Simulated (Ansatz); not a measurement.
Relaxation of CH8B2N2Si (14 atoms, charge 0, multiplicity 1), to a largest force component of 0.015 eV/Å in at most 40 steps.

These are results of RKS PBE/6-31G* in Ansatz 0.2.0, not measurements.

```xyz
14
Properties=species:S:1:pos:R:3:forces:R:3
B 0.105 -2.207 0.411 -0.06 1.22 -0.29
Si 0.193 -0.232 0.324 2.60 -1.67 1.09
N 1.168 0.512 1.595 2.08 1.16 0.00
B -1.352 0.740 -0.035 -3.71 0.98 -0.20
C -0.665 1.046 -1.449 -1.02 1.90 1.08
N 0.622 0.388 -1.279 1.68 0.19 -0.31
H 0.266 -2.798 -0.573 0.23 -0.83 -0.83
H -0.348 -2.662 1.358 -0.46 -1.00 1.34
H 2.188 0.177 1.524 -1.53 0.46 0.28
H 1.237 1.565 1.392 -0.13 -1.49 0.55
H -2.469 0.968 0.511 1.03 0.20 -0.69
H -1.210 0.630 -2.270 -0.79 -0.15 -1.22
H -0.588 2.178 -1.582 -0.22 -0.78 -0.21
H 1.340 1.107 -1.125 0.29 -0.18 -0.59
```

Where does it end, and by what steps?

It converged. After 37 steps the energy has fallen by 3.048 eV; H11 moved furthest, 2.07 Å. Parted: Si2–B4. Joined: B1–B4.

```
step  energy less start (eV)  largest force component (eV/Å)  accepted
   0                  0.0000                           3.705       yes
   2                 -0.9215                           0.573       yes
   4                 -1.0759                           0.343       yes
   6                 -1.1411                           0.355       yes
   8                 -1.1520                           0.650       yes
  10                 -1.1668                           0.623        no
  12                 -1.1858                           0.135       yes
  14                 -1.1872                           0.444        no
  16                 -1.2141                           0.146       yes
  18                 -1.2307                           1.550        no
  20                 -1.2756                           0.269       yes
  22                 -1.4213                           0.640       yes
  24                 -2.2983                           1.312       yes
  26                 -2.6424                           0.502       yes
  28                 -2.9363                           0.736       yes
  30                 -2.9858                           0.187       yes
  32                 -3.0354                           0.300       yes
  34                 -3.0468                           0.083       yes
  36                 -3.0482                           0.031       yes
  37                 -3.0485                           0.014       yes
```

```xyz
14
Properties=species:S:1:pos:R:3
B -0.696 -1.187 0.680
Si 0.845 -0.034 0.534
N 2.165 0.499 1.494
B -1.530 -0.374 -0.488
C -0.764 0.739 -1.369
N 0.573 0.994 -0.799
H -0.747 -1.638 -0.544
H -0.992 -2.012 1.498
H 2.544 -0.068 2.250
H 2.610 1.413 1.416
H -2.675 -0.633 -0.784
H -0.692 0.445 -2.436
H -1.372 1.668 -1.346
H 1.220 1.600 -1.301
```

The run took 55 s on 2 threads of Intel(R) Xeon(R) 6975P-C (Granite Rapids) (shared host), peak memory 0.16 GiB.
